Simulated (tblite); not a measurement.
Q: Write Cartesian coordinates for `F[Si](F)([SH+])S[SiH3]` [radical] as optimised with GFN2-xTB. (Charge +1 and doublet state.)

A: 
```xyz
10
F2H4S2Si2 angstrom
F      2.1622   -0.2738    1.6810
Si     1.3038    0.1207    0.4217
F      0.7959    1.5967    0.6599
S      2.4753    0.0335   -1.3801
S     -0.3629   -1.1895    0.1672
Si    -2.2500    0.0755   -0.1047
H      3.2233   -1.0165   -1.0271
H     -1.9168    0.7515   -1.3555
H     -3.2105   -1.0125   -0.1675
H     -2.2115    0.9190    1.0825
```

Orientation and origin are arbitrary. Atoms count from 1 in this order. The S–Si distances run from 2.135 Å (Si2–S5, drawn single) to 2.288 Å (S5–Si6, drawn single), a spread of 0.153 Å. Si6 (silicon bonded to S and 3 H) is distorted tetrahedral (angles from 97.8° to 119.1°). S4 (sulfur bonded to Si and H) is bent (angle 96.6°). Si2 (silicon bonded to 2 F and 2 S) is tetrahedral (angles from 106.8° to 111.5°).

Bonds between heavy atoms (Å): F1–Si2 1.574, Si2–F3 1.579, Si2–S4 2.151, Si2–S5 2.135, S5–Si6 2.288.

Structure optimised with GFN2-xTB, isolated species. This method treats the open shell by occupation alone, without spin polarisation.

Point group: C1 (no symmetry element, even within 0.4 Å). Its lowest GFN2-xTB frequency is 15 cm⁻¹, too small to tell a flat minimum from a shallow saddle. Torsions: F1–Si2–S4–H 35°, F1–Si2–S5–Si6 130°. 3 starts were optimised and ended at 0.00, 0.13 and 0.86 kcal/mol (GFN2-xTB); the lowest of these is shown.

One conformer stands for the species.

All values are computed, not measured.
